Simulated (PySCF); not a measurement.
TPSS on Al (aluminium, neutral)

Configuration: [Ne] 3s2 4s1, 2S determinant (an excited configuration). Calculation: PySCF 2.14, in aug-cc-pV(Q+d)Z (7s6p5d3f2g, 89 functions); the non-relativistic Hamiltonian (point nucleus).

| Quantity | Value |
| --- | --- |
| Total energy | -242.2646 hartree |
| One-electron energy | -334.6752 hartree |
| Hartree (Coulomb) energy | 110.8292 hartree |
| Exchange-correlation energy | -18.4186 hartree |
| Kinetic energy | 241.46759 hartree |
| ⟨S²⟩ | 0.7502 |
| ⟨L²⟩ | 0.000 |
| Sum of ⟨r⟩ | 17.31 bohr |
| Sum of ⟨r²⟩ | 77.13 bohr² |
| Density at the nucleus (Gaussians lack the cusp) | 1390 bohr⁻³ |
| Spin density at the nucleus | 0.297 bohr⁻³ |
| Langevin diamagnetic susceptibility | -61.1 ×10⁻⁶ cm³/mol |

| shell | electrons | mean orbital energy (eV) | rms radius, mean of both spins (bohr) |
| --- | --- | --- | --- |
| 1s α | 1 | -1519.4 | 0.140 |
| 1s β | 1 | -1519.3 | 0.140 |
| 2s α | 1 | -113.45 | 0.685 |
| 2s β | 1 | -113.43 | 0.685 |
| 2p α | 3 | -74.545 | 0.680 |
| 2p β | 3 | -74.528 | 0.680 |
| 3s α | 1 | -10.823 | 2.59 |
| 3s β | 1 | -10.756 | 2.59 |
| 4s α | 1 | -1.745 | 7.75 |

The outer electron is Rydberg-like, and this basis confines it to a smaller radius and binds it less than a complete one would.
